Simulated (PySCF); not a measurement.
(2S)-2-methylthietane (C4H8S), SMILES C[C@H]1CCS1.

Geometry optimised at B3LYP-D3(BJ)/def2-SVP.

The numbers are results of PySCF 2.14.0 with TDA-PBE0/def2-SVPD, not measurements.

Vertical excitations. The molecule is in vacuum.

Computed UV-visible absorptions:
| state | energy (eV) | λ (nm) | f | main pairs |
|---|---|---|---|---|
| S1 | 4.51 | 275 | 0.000 | HOMO→LUMO 97 % |
| S2 | 5.96 | 208 | 0.043 | HOMO→LUMO+1 71 %, HOMO→LUMO+2 23 % |
| S3 | 6.13 | 202 | 0.009 | HOMO→LUMO+2 73 %, HOMO→LUMO+1 25 % |
| S4 | 6.48 | 191 | 0.037 | HOMO→LUMO+3 92 % |
| S5 | 6.76 | 183 | 0.001 | HOMO→LUMO+4 74 %, HOMO−1→LUMO 14 % |
| S6 | 6.85 | 181 | 0.060 | HOMO−1→LUMO 81 % |
| S7 | 7.41 | 167 | 0.010 | HOMO→LUMO+6 72 %, HOMO→LUMO+5 22 % |
| S8 | 7.45 | 167 | 0.014 | HOMO→LUMO+5 76 %, HOMO→LUMO+6 22 % |
| S9 | 7.67 | 162 | 0.018 | HOMO→LUMO+7 93 % |
| S10 | 7.81 | 159 | 0.009 | HOMO−2→LUMO 65 %, HOMO−1→LUMO+1 19 % |
| T1 | 3.99 | 311 | 0 | HOMO→LUMO 94 % |
| T2 | 5.49 | 226 | 0 | HOMO→LUMO+2 81 % |
| T3 | 5.73 | 216 | 0 | HOMO−1→LUMO 90 % |
| T4 | 5.80 | 214 | 0 | HOMO→LUMO+1 83 % |
Triplets are in the Tamm–Dancoff approximation.
